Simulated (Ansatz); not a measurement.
C2H6BNOSi, SMILES `[SiH3]C1=COBN1`. Charge 0, multiplicity 1. The structure was optimised at the PBE0-D4/def2-TZVP level.

```xyz
12

Si    1.615    0.637   -0.911
C     0.055    0.024   -0.129
C    -1.058   -0.386   -0.770
O    -2.030   -0.777    0.096
B    -1.526   -0.614    1.380
N    -0.216   -0.111    1.241
H     1.422    0.600   -2.382
H     1.918    2.027   -0.475
H     2.772   -0.216   -0.530
H    -1.274   -0.445   -1.825
H    -2.138   -0.870    2.362
H     0.459    0.131    1.943
```

(1) What is the dipole moment at B3LYP/def2-TZVPP? (Estimate.)

(2) And with PBE, r2SCAN, ωB97M-V? (Best estimate.)

(3) Give the Mulliken charges with B3LYP, r2SCAN, ωB97M-V in def2-TZVPP. (An estimate is asked.)

Answers

(1) The calculation gave: 1.62 D, with components (1.48, 0.56, 0.35) D in this frame, pointing from negative to positive charge.

(2) Ansatz gave: PBE 1.55 D, r2SCAN 1.55 D, ωB97M-V 1.63 D.

(3) Computed: 
```csv
atom,B3LYP,r2SCAN,ωB97M-V
Si1,0.28,0.32,0.19
C2,-0.01,-0.06,-0.05
C3,-0.03,0.02,-0.01
O4,-0.30,-0.32,-0.31
B5,0.18,0.22,0.14
N6,-0.24,-0.26,-0.21
H7,-0.07,-0.07,-0.02
H8,-0.06,-0.07,-0.02
H9,-0.06,-0.07,-0.02
H10,0.14,0.12,0.13
H11,0.03,0.00,0.07
H12,0.15,0.16,0.12
```

B3LYP here is the variant with VWN-RPA as its local correlation; programs differ in this.
